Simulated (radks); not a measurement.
The numbers below are computed, except where a source is named.
Initial-state core-level shifts of the lead ion Pb+ when its valence configuration changes from [Hg] 6p1. Code: a radial shooting solver on a logarithmic mesh with Libxc functionals. Model: Dirac Kohn-Sham, PBE, spin-unpolarised, spherical densities, point nucleus; open shells fill j = l - 1/2 first. Shifts are changes of the shell-averaged eigenvalues in eV (positive: less bound).

| valence | 2s | 3d | 4p | 4d |
|---|---|---|---|---|
| [Xe] 4f13 5d10 6s2 6p2 | -21.287 | -23.345 | -19.844 | -19.226 |
| [Xe] 4f12 5d10 6s2 6p3 | -44.218 | -48.398 | -40.977 | -39.727 |
| [Xe] 4f14 5d9.5 6s2 6p1.5 | -2.858 | -2.840 | -2.791 | -2.791 |
| [Xe] 4f14 5d9.5 6s1.5 6p2 | -3.511 | -3.499 | -3.452 | -3.451 |
| [Xe] 4f14 5d9 6s2 6p2 | -5.737 | -5.698 | -5.592 | -5.591 |
| [Xe] 4f13 5d9.5 6s2 6p2.5 | -24.649 | -26.677 | -23.106 | -22.486 |
| [Xe] 4f13.5 5d10 6s2 6p1.5 | -10.532 | -11.551 | -9.853 | -9.545 |
| [Xe] 4f14 5d10 6p3 | -3.327 | -3.345 | -3.359 | -3.355 |
| [Xe] 4f14 5d10 6s1 6p2 | -1.335 | -1.346 | -1.353 | -1.351 |
